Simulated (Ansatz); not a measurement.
CH$_{5}$AlOSi: the same geometry under several functionals.

```yaml
crystal:
  periodic: [false, false, false]
  atoms:
    - {symbol: O, position_ang: [1.272848, 1.503663, -0.774340]}
    - {symbol: C, position_ang: [0.941960, 0.760885, -1.723169]}
    - {symbol: Al, position_ang: [0.929392, -0.314784, -0.107610]}
    - {symbol: Si, position_ang: [-1.198553, -0.498592, 1.078493]}
    - {symbol: H, position_ang: [0.904350, 1.217000, -2.727515]}
    - {symbol: H, position_ang: [2.278953, -1.074468, 0.214137]}
    - {symbol: H, position_ang: [-1.048393, -0.292082, 2.547837]}
    - {symbol: H, position_ang: [-1.803359, -1.849584, 0.889966]}
    - {symbol: H, position_ang: [-2.188699, 0.501662, 0.585104]}
basis:
  gaussian: {orbitals: def2-TZVPP}
hamiltonian: {xc: lda}
output: {orbitals: {seedname: orbitals}}
```

```sh
$ ansatz run in.yaml --threads 2 --pin off --events-out ev --progress --plain --max-ram 4352MiB
```

Shortened log:

```
Functional definition: SPW92
1183 factors; their error is unknown
mean field evaluation 1: about -17549.4291 eV, gradient 4.9e1 eV
mean field evaluation 2: about -17528.6450 eV, gradient 1.1e2 eV
mean field evaluation 4: about -17554.7429 eV, gradient 1.2e1 eV
mean field evaluation 8: about -17555.0229 eV, gradient 6.3e-2 eV
mean field evaluation 16: about -17554.9947 eV, gradient 4.9e-5 eV
mean field -17554.99469285 eV, -645.1341557594 hartree, gradient 4.9e-5 eV, S^2 0.000000; 0 other end points of the search recorded, 0 dependent functions left out
reference -17554.99473967 eV, -645.1341574799 hartree; 23, 23 occupied and 193, 193 virtual orbitals, 1183 factors
Total energy: -17554.99473967 eV, -645.1341574799 hartree
```

Run time 1.6 s (2 threads of an Arm Neoverse V1 on a shared host); peak host memory 0.24 GiB.

Changing it to `hamiltonian: {xc: {name: B97M-V}}` (abridged; 13 s):

```
Functional definition: B97M-V
mean field evaluation 16: about -17636.5127 eV, gradient 4.5e-5 eV
mean field -17636.51273956 eV, -648.1298887210 hartree, gradient 4.8e-5 eV, S^2 0.000000
Total energy: -17636.51281210 eV, -648.1298913870 hartree
```

Changing it to `hamiltonian: {xc: hse06, dispersion: d4}` (abridged; 3.7 s):

```
Functional definition: HSE06
mean field -17630.06220707 eV, -647.8928360245 hartree, gradient 7.3e-5 eV, S^2 0.000000
Total energy: -17630.19781856 eV, -647.8978196546 hartree
```

With the line `hamiltonian: {xc: {name: CAM-B3LYP}, dispersion: d4}` (abridged; 4.2 s):

```
Functional definition: CAM-B3LYP
mean field evaluation 16: about -17639.6285 eV, gradient 1.4e-4 eV
mean field -17639.62850673 eV, -648.2443910527 hartree, gradient 4.8e-5 eV, S^2 0.000000
Total energy: -17639.77707510 eV, -648.2498508394 hartree
```

Changing it to `hamiltonian: {xc: {name: revPBE}, dispersion: d4}` (abridged; 2.7 s):

```
Functional definition: revPBE
mean field evaluation 16: about -17636.6526 eV, gradient 2.8e-4 eV
mean field -17636.65260684 eV, -648.1350287490 hartree, gradient 6.6e-5 eV, S^2 0.000000
Total energy: -17637.11300102 eV, -648.1519479228 hartree
```

With the line `hamiltonian: {xc: r2scan, dispersion: d4}` and forces (abridged; 6 s):

```
Functional definition: r2SCAN
mean field evaluation 16: about -17637.4438 eV, gradient 4.3e-4 eV
mean field -17637.44380778 eV, -648.1641048470 hartree, gradient 4.6e-5 eV, S^2 0.000000
Total energy: -17637.48468265 eV, -648.1656069708 hartree
Atom 0 force     0.128327     0.312385     0.309451 eV/Å
Atom 1 force    -0.120078    -0.311144    -0.288250 eV/Å
Atom 2 force     0.007521    -0.055892     0.011851 eV/Å
Atom 3 force     0.002830    -0.000928     0.002466 eV/Å
Atom 4 force     0.003764     0.036620    -0.033556 eV/Å
Atom 5 force    -0.019426     0.017456    -0.004936 eV/Å
Atom 6 force    -0.016168    -0.006595    -0.020365 eV/Å
Atom 7 force     0.003665     0.026521     0.010206 eV/Å
Atom 8 force     0.009564    -0.018424     0.013133 eV/Å
Dipole moment:     0.025149     0.077282    -0.358695 e Å
```

HSE06 is the plane-wave form, built on full-range PBE exchange.
